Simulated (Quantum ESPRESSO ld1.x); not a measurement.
Results of a calculation; reference values are marked as such.
Problem. The aim is neutral scandium in [Ar] 3d1 4s2. This ld1.x (Quantum ESPRESSO 7.5) run was made with `OMP_NUM_THREADS=1 ld1.x < ld1.in > ld1.out`. Can the result be used? Name any fault.

```
 &input
    zed=21.0,
    iswitch=1,
    rel=2,
    dft='PBESOL',
    config='[Ar] 3d1 4s2',
    verbosity='high',
    lsmall=.true.,
    dx=0.001,
    prefix='ld1',
    max_out_wfc=37,
    file_charge='ld1.rho',
 /
```

Output (excerpt):

```
     Program LD1 v.7.5 starts

 %%%%%%%%%%%%%%%%%%%%%%%%%%%%%%%%%%%%%%%%%%%%%%%%%%%%%%%%%%%%%%%%%%%%%%%%%%%%%%
     Error in routine do_mesh (1):
     ndmx is too small
 %%%%%%%%%%%%%%%%%%%%%%%%%%%%%%%%%%%%%%%%%%%%%%%%%%%%%%%%%%%%%%%%%%%%%%%%%%%%%%

     stopping ...
```

Solution. No (refused). The line at issue: dx=0.001. The program stops in do_mesh with "ndmx is too small": the mesh holds 3500 points at most, so dx, xmin and rmax must fit that. The sound input gives -763.153 hartree.
